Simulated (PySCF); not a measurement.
Isomers C$_{7}$H$_{10}$F$_{3}$P:

A. `C=[P@@](C)(C(F)=C(F)F)C1CC1`
B. `P(=C(\C=C)C)/CCC(F)(F)F`
C. `CC(C)=C=PCCC(F)(F)F`

Spectrum 1. 1H NMR (400 MHz, computed): δ 2.16 (m, 2H), 2.15 (m, 2H), 1.98 (s, 6H). 13C{1H} NMR (computed): δ 268.7 (C), 135.6 (C), 123.6 (C), 39.6 (CH2), 30.7 (CH2), 24.5 (CH3).

Spectrum 2. 1H NMR (400 MHz, computed): δ 7.31 (m, 1H), 5.65 (m, 1H), 5.44 (m, 1H), 2.45 (m, 3H), 2.45 (m, 2H), 2.07 (m, 2H). 13C{1H} NMR (computed): δ 211.3 (C), 150.4 (CH), 135.4 (C), 117.7 (CH2), 36.6 (CH2), 25.6 (CH2), 18.9 (CH3).

Spectrum 3. 1H NMR (400 MHz, computed): δ 1.69 (m, 3H), 1.03 (m, 1H), 0.98 (m, 1H), 0.84 (m, 1H), 0.74 (m, 1H), 0.66 (m, 1H), 0.10 (m, 2H). 13C{1H} NMR (computed): δ 170.9 (C), 144.7 (C), 15.9 (CH3), 7.4 (CH), 4.0 (CH2), 3.7 (CH2), -1.9 (CH2).

Calculated, not measured (PySCF): shieldings: GIAO PBE0/pcSseg-1, structure optimised with GFN2-xTB. No solvent model, single conformer, non-relativistic Hamiltonian, equivalent nuclei averaged.

References, each an isolated molecule treated in the same way: 1H (31.72 ppm) and 13C (186.93 ppm) vs TMS. Splittings of carbon signals by F and P are missing where no couplings were computed. Where no couplings were computed, multiplicities follow the n + 1 count of equivalent neighbours, and m marks all less simple cases (inequivalent or close neighbours, rings, F or P nearby). Shifts are as computed. Against solution values, carbons near 30 ppm lie about +3 ppm off and those near 130 ppm about +5 ppm. Of 1211 compounds with measured shifts, 218 miss one by over three times the rms of a fit or turn the order of signals round; such compounds aren't used in these exercises.

Q: Which spectrum belongs to which compound?

A: 1–C, 2–B, 3–A.

- Spectrum 1 (C): 6 13C signals; δC 135.6 is a CF3 carbon; δC 123.6 is a fully substituted alkene carbon.
- Spectrum 2 (B): 7 13C signals; δC 150.4 is an alkene CH; δC 135.4 is a CF3 carbon.
- Spectrum 3 (A): 7 13C signals; δC 144.7 is a fully substituted alkene carbon; δC 7.4 is a three-membered-ring carbon.
